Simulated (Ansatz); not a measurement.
`B[SiH](Cl)O[SiH3]` → `BCl` + `[SiH]O[SiH3]` at 700 K and 1 bar (silylene formation by 1,1-elimination).

Program: Ansatz. Geometries: PBE0-D4/def2-TZVP. ΔE: electronic, gas phase. CBS: MP2 limit from def2 TZ/QZ plus the TZ coupled-cluster correction, frozen cores. This one scheme is used for every species. Each species was taken in one conformer, which may not be the lowest.

| species | CCSD(T)/CBS energy (Eh) | H − E (kJ/mol) | S (J/(mol·K)) |
| --- | --- | --- | --- |
| `B[SiH](Cl)O[SiH3]` | -1141.61292 | 251.8 | 541.8 |
| `BCl` | -485.78909 | 86.3 | 276.7 |
| `[SiH]O[SiH3]` | -655.75389 | 152.2 | 389.3 |

H − E and S are ideal-gas, rigid-rotor, harmonic terms from PBE0-D4/def2-TZVP, for one conformer and one mirror image of each species. 1 Eh = 2625.50 kJ/mol, R = 8.31446 J/(mol·K).

Question: By hand: ΔE, ΔH, ΔS and ΔG.

Answer: ΔE = (-485.78909) + (-655.75389) − (-1141.61292) = 0.06994 Eh = 183.6 kJ/mol. Δ(H − E) = 86.3 + 152.2 − 251.8 = -13.3, so ΔH = 170.3 kJ/mol. ΔS = 276.7 + 389.3 − 541.8 = 124.2 J/(mol·K). ΔG = 170.3 − 700 × (124.2)/1000 = 83.4 kJ/mol.

Question: By hand: the equilibrium constant, and the temperature at which ΔG would vanish if ΔH and ΔS stayed fixed.

Answer: log₁₀ K = −ΔG/(RT ln 10) = -6.2. ΔG = 0 at ΔH/ΔS = 1371 K.

The number of gas molecules changes by +1, which sets the sign of ΔS. A doubt of 5 kJ/mol in ΔE shifts log₁₀ K by 0.4 here. Other conformers and mirror images would add mixing entropy, several J/(mol·K) or more a flexible species. Modes under 60 cm⁻¹, often nearly free rotors, make the harmonic entropy too high. These are equilibria of isolated gas molecules and say nothing of rates. Largest T1 diagnostic: 0.014 (customary marks: 0.02 for closed shells, 0.045 for open ones).
